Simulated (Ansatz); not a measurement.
`S[SiH2][SnH3]` + H–F → `[F][SnH3]` + `[SiH3]S` at 400 K and 1 bar (cleavage of the Sn–Si bond).

Program: Ansatz. Geometries: PBE0-D4/def2-TZVP. ΔE: electronic, gas phase. CCSD(T)/CBS is the MP2 limit (def2-TZVPP, def2-QZVPP) plus CCSD(T) − MP2 in def2-TZVPP, frozen cores. This one scheme is used for every species. Elements past krypton have def2 core potentials. For Sn outer-core shells are correlated without core-valence functions, which leaves a few kJ/mol of doubt a bond. Each species was taken in one conformer, which may not be the lowest.

```json
{"species": "`S[SiH2][SnH3]`", "CCSD(T)/CBS energy (Eh)": "-904.49431", "H − E (kJ/mol)": "156.6", "S (J/(mol·K))": "397.1"}
{"species": "H–F", "CCSD(T)/CBS energy (Eh)": "-100.39570", "H − E (kJ/mol)": "36.5", "S (J/(mol·K))": "182.2"}
{"species": "`[F][SnH3]`", "CCSD(T)/CBS energy (Eh)": "-315.62493", "H − E (kJ/mol)": "76.6", "S (J/(mol·K))": "283.1"}
{"species": "`[SiH3]S`", "CCSD(T)/CBS energy (Eh)": "-689.27336", "H − E (kJ/mol)": "109.8", "S (J/(mol·K))": "293.0"}
```

H − E and S are ideal-gas, rigid-rotor, harmonic terms from PBE0-D4/def2-TZVP, for one conformer and one mirror image of each species. 1 Eh = 2625.50 kJ/mol, R = 8.31446 J/(mol·K).

Task: By hand: ΔE, ΔH, ΔS and ΔG.

Result: ΔE = (-315.62493) + (-689.27336) − (-904.49431) − (-100.39570) = -0.00828 Eh = -21.7 kJ/mol. Δ(H − E) = 76.6 + 109.8 − 156.6 − 36.5 = -6.7, so ΔH = -28.4 kJ/mol. ΔS = 283.1 + 293.0 − 397.1 − 182.2 = -3.2 J/(mol·K). ΔG = -28.4 − 400 × (-3.2)/1000 = -27.1 kJ/mol.

Task: By hand: the equilibrium constant, and the temperature at which ΔG would vanish if ΔH and ΔS stayed fixed.

Result: log₁₀ K = −ΔG/(RT ln 10) = 3.5. ΔG = 0 at ΔH/ΔS = 8875 K, far beyond where these terms or the molecules hold.

The number of gas molecules stays the same, so ΔS is small and ΔH decides. A doubt of 5 kJ/mol in ΔE shifts log₁₀ K by 0.7 here. Other conformers and mirror images would add mixing entropy, several J/(mol·K) or more a flexible species. These are equilibria of isolated gas molecules and say nothing of rates. Largest T1 diagnostic: 0.014 (customary marks: 0.02 for closed shells, 0.045 for open ones).
